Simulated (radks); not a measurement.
Question: The mean radii <r> (bohr) of the occupied orbitals of an atom or ion are listed with their occupations. Method: Dirac Kohn-Sham, PBE, spin-unpolarised, spherical densities, finite nucleus; Fermi nuclear charge, rms radius of each element as measured or else 0.836 A^(1/3) + 0.57 fm; computed with a radial shooting solver on a logarithmic mesh with Libxc functionals.

| orbital | occ. | <r> |
|---|---|---|
| 1s1/2 | 2 | 0.04860 |
| 2s1/2 | 2 | 0.2176 |
| 2p1/2 | 2 | 0.1883 |
| 2p3/2 | 4 | 0.1918 |
| 3s1/2 | 2 | 0.6518 |
| 3p1/2 | 2 | 0.6719 |
| 3p3/2 | 4 | 0.6826 |
| 3d3/2 | 4 | 0.7946 |
| 3d5/2 | 6 | 0.8004 |
| 4s1/2 | 1 | 2.077 |

Name the element and its charge. Open shells, if any, fill j = l - 1/2 first.

Answer: Z = 31, gallium, charge +2: Ga2+ in [Ar] 3d10 4s1. The 1s radius gives Z: for a bare nucleus <r> = (2 gamma + 1)/(2Z) with gamma = sqrt(1 - (Z/c)^2), 0.04755 bohr for Z = 31, and screening makes it slightly larger (0.04860 here). The occupations add up to 29, and the charge is Z minus that.
